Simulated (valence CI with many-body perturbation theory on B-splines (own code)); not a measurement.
Results of a calculation; reference values are marked as such.
From CI to CI+MBPT in Yb²⁰⁺

Method: valence CI with perturbative core correlation (CI+MBPT): four valence electrons over a frozen Dirac-Fock core [Kr] 4d10, a basis of 8 s, 8 p, 9 d, 9 f, 6 g, 3 h, 2 i functions for each j, with the one-electron correlation potential Σ1, the two-electron term Σ2, the three-electron term Σ3, Breit, model QED; selected CI, second order for the rest (own B-spline code, finite nucleus).

No measured spectrum was set against this ion. As an estimate, terms of the open shell hold to a few per cent of their energy, and close levels can change places. Core correlation moves these levels by up to 3300 cm⁻¹, and in measured spectra 5 to 20 % of such shifts remained as error; rates that hang on mixing are uncertain with them. Only levels of the ground parity were solved; by the run's estimate the other parity begins above the list, which can be wrong where configurations are misplaced.

Each rung adds one term. CI alone is the Dirac-Coulomb CI over the frozen core; QED comes last and gives the full result, which names the levels. Energies are above 4f4 5I_4 on the same rung, in eV.

Names give the largest LS component (configuration and term), which can be under half, so a name can repeat, a term be missing and a line seem to break the LS rules; names also repeat where a configuration has a term twice. Letters in brackets count levels of one name in rising energy.

```tsv
Level	CI alone	Σ1	Σ2	Σ3	Breit	QED	Full
4f4 5I_5	0.9896	+0.0401	+0.0691	+0.0049	-0.0880	+0.0057	1.021
4f4 5I_6	1.952	+0.0715	+0.1172	+0.0057	-0.1741	+0.0100	1.983
4f4 5I_7	2.849	+0.0946	+0.1446	+0.0018	-0.2499	+0.0129	2.853
4f4 5I_8	3.682	+0.1102	+0.1593	-0.0055	-0.3171	+0.0147	3.644
4f4 5F_2	3.923	+0.0217	-0.2125	+0.0544	+0.0253	+0.0005	3.812
4f4 5F_1	3.991	+0.0473	-0.1512	+0.0629	-0.0174	+0.0049	3.938
4f4 3G_4 [a]	4.552	+0.0303	-0.1018	-0.0025	-0.0257	+0.0020	4.455
4f4 5F_3	4.640	+0.0615	-0.1306	+0.0566	-0.0697	+0.0067	4.564
4f4 5S_2	5.057	+0.0729	-0.1229	-0.0577	-0.0771	+0.0083	4.880
4f4 5G_2	5.378	+0.0439	-0.2901	+0.0427	-0.0170	+0.0035	5.161
4f4 3K_6 [a]	5.347	+0.0760	+0.0377	-0.0566	-0.1588	+0.0086	5.254
4f4 5G_3	5.567	+0.0509	-0.2158	+0.0440	-0.0294	+0.0043	5.421
4f4 5F_5 [a]	5.756	+0.0872	-0.0757	+0.0373	-0.1429	+0.0099	5.672
4f4 3K_7	5.838	+0.0808	-0.0153	-0.0344	-0.1966	+0.0089	5.682
4f4 5F_4	5.744	+0.0959	-0.0579	+0.0330	-0.1304	+0.0111	5.695
4f4 3M_8	6.422	+0.0845	-0.0569	-0.0110	-0.2406	+0.0091	6.207
4f4 5G_4	6.930	+0.1013	-0.1237	+0.0104	-0.1249	+0.0114	6.805
4f4 5F_5 [b]	6.864	+0.1197	-0.0156	+0.0150	-0.1873	+0.0140	6.810
4f4 3D_2	7.038	+0.0952	-0.0364	+0.0267	-0.0893	+0.0102	7.044
4f4 3G_3 [a]	7.077	+0.1019	-0.0593	+0.0444	-0.1176	+0.0113	7.058
4f4 3P_1	7.597	+0.1054	+0.0129	-0.0194	-0.0994	+0.0114	7.608
4f4 5G_5	7.942	+0.1317	-0.0613	-0.0056	-0.2002	+0.0153	7.822
4f4 3L_7	7.959	+0.1368	+0.0750	-0.0386	-0.2705	+0.0168	7.879
4f4 5G_6	8.091	+0.1332	-0.0565	+0.0113	-0.2341	+0.0156	7.960
4f4 1D_2 [a]	8.027	+0.0950	-0.0073	-0.0623	-0.0805	+0.0094	7.982
4f4 3L_8	8.233	+0.1131	-0.0398	-0.0210	-0.2840	+0.0127	8.014
4f4 3M_9	8.454	+0.1160	-0.1124	+0.0182	-0.3249	+0.0129	8.164
4f4 3P_0	8.243	+0.1106	+0.0203	-0.0388	-0.1163	+0.0121	8.231
4f4 3K_8	8.403	+0.1423	+0.0473	-0.0197	-0.3265	+0.0175	8.263
4f4 3D_3	8.279	+0.1167	-0.0360	+0.0364	-0.1289	+0.0124	8.280
4f4 3F_4 [a]	8.423	+0.1151	-0.0303	-0.0601	-0.1437	+0.0120	8.316
```

The middle columns are the shifts that each term adds.

(1) How does the ionisation energy move along the ladder, and which term matters most?

Answers

(1) CI alone 519.66, + Σ1 522.87, + Σ2 530.53, + Σ3 530.57, + Breit 530.58, + QED 530.62 eV. The largest step is Σ2, 7.66 eV. NIST lists 540 ± 30 eV (theoretical).
